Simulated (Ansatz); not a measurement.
Spectroscopic constants of PtC, multiplicity 3 (an upper state: multiplicity 1 came lower at CCSD(T)/def2-TZVPP on PBE0 minima). No spin–orbit coupling. The T1 diagnostic near the minimum is 0.046, so single-reference values are doubtful.

The constants come from a fifth-degree fit in 1/R (seven points, main isotopes). In def2 and cc sets the state is the lowest found near the PBE0 minimum, followed along R.

Run with Ansatz (a first-principles code) with Gaussian orbitals. Values without a source in brackets are computed. In def2 rows elements past Kr take small-core potentials, without spin–orbit coupling.

```
level               r_e (Å)  ω_e (cm⁻¹)  ω_e x_e (cm⁻¹)  dipole (D)
------------------  -------  ----------  --------------  ----------
PBE/def2-TZVPP        1.730           ?             5.1        2.08
PBE0/def2-TZVPP       1.719         917             5.4        2.28
wB97X-V/def2-TZVPP        ?           ?             5.4        2.52
```

Question: Some entries are withheld; supply them.

Answer: 
- wB97X-V/def2-TZVPP, r_e (Å): 1.717
- wB97X-V/def2-TZVPP, ω_e (cm⁻¹): 916
- PBE/def2-TZVPP, ω_e (cm⁻¹): 911
